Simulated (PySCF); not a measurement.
CH2BClNP.
Cartesian coordinates in Å at the PBE0-D3(BJ)/def2-SVP level; atoms count from 1:
```
atom  x, y, z in Å
N1    -2.1236   -0.4971    0.3605
C2    -1.3021    0.3208    0.4184
B3    -0.1713    1.3628    0.4802
P4     1.5518    0.8247    1.0407
Cl5   -0.5697    3.0378    0.2034
H6     2.3417    1.6526    0.1997
H7     1.6561   -0.3956    0.3209
```

The closed-shell ground state was solved at several levels (PySCF, density fitting, gas phase, non-relativistic).

```json
{"level": "B3LYP/def2-SVPD", "basis functions": "127", "HOMO (eV)": "-8.03", "LUMO (eV)": "-3.23", "gap (eV)": "4.80", "dipole (D)": "3.19"}
{"level": "mPW1PW91/pcSseg-2", "basis functions": "222", "HOMO (eV)": "-8.28", "LUMO (eV)": "-3.07", "gap (eV)": "5.21", "dipole (D)": "3.18"}
```

Question: Estimate the row for PBE0/pcSseg-1, a basis of 109 functions; the other rows only guide the guess.

Answer: HOMO -8.28 eV, LUMO -3.05 eV, gap 5.23 eV, dipole 3.13 D.

Question: Over all these levels, which gives the widest orbital gap and which the narrowest?

Answer: PBE0/pcSseg-1 (global hybrid, 25 % exact exchange) has the widest, 5.23 eV, and B3LYP/def2-SVPD (global hybrid, 20 % exact exchange) the narrowest, 4.80 eV. Functional and basis both differ between the two, so the spread mixes both effects.

Question: How far do the dipole and the HOMO energy spread over the levels?

Answer: The dipole runs from 3.13 to 3.19 D (mean 3.17 D) and the HOMO from -8.28 to -8.03 eV.

One conformer stands for the species.
